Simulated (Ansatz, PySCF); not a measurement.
Process, species as SMILES: [CH3][Ge]([CH3])([CH3])[NH2] [[amino(dimethyl)germyl]methane] -> [CH3] (CH3) + [CH3][Ge]([CH3])[NH2] (the C-Ge bond at the site shown breaks; other sites are not compared here)
Each molecule is optimised on its own at B3LYP-D3(BJ)/def2-TZVP (Ansatz, a quantum-chemistry and plane-wave program), one conformer each, not searched for the lowest. Frequencies are from Ansatz or PySCF.
Geometry of the first species:
```xyz
16

C      1.8299     0.0606    -0.7027
Ge    -0.0005    -0.0012     0.0008
C     -1.1428    -1.0874    -1.1874
C     -0.7682     1.7919     0.2123
N      0.1376    -0.7033     1.7215
H      2.4618     0.6597    -0.0475
H      2.2499    -0.9441    -0.7662
H      1.8421     0.4992    -1.7012
H     -1.1966    -0.6422    -2.1825
H     -0.7412    -2.0970    -1.2830
H     -2.1545    -1.1553    -0.7853
H     -1.7664     1.7322     0.6482
H     -0.8473     2.2913    -0.7540
H     -0.1387     2.3926     0.8684
H     -0.7384    -0.7466     2.2267
H      0.5690    -1.6179     1.7662
```
Charge 0, spin multiplicity 1.

Property: bond dissociation energy (enthalpy at 298 K, with B3LYP-D3(BJ) rigid-rotor harmonic-oscillator terms), in kcal/mol. Cores are frozen in the correlated levels unless marked. Open shells are spin-unrestricted. Spin-orbit coupling is left out. The frozen core is the preceding noble-gas configuration, with the filled d and f shells of earlier blocks. Non-relativistic. CBS marks a two-point X^-3 extrapolation of the correlation energy; Hartree-Fock from the larger set.

| level | program | bond dissociation energy (kcal/mol) |
|---|---|---|
| SVWN5/def2-TZVPD | Ansatz | 89.1 |
| revPBE-D4/def2-TZVPD | Ansatz + dftd4 | 72.7 |
| revPBE/def2-TZVPD | Ansatz | 68.1 |
| B3LYP/def2-TZVPD | Ansatz | 70.6 |
| PBE0-D3(BJ)/def2-TZVPD | Ansatz + dftd3 | 76.7 |
| PBE0/def2-QZVPP | Ansatz | 74.9 |
| CAM-B3LYP-D4/def2-TZVPD | Ansatz + dftd4 | 76.3 |

Question: What does CCSD(T)/CBS(cc-pVTZ,cc-pVQZ) (Ansatz) give?

Answer: 80.2 kcal/mol
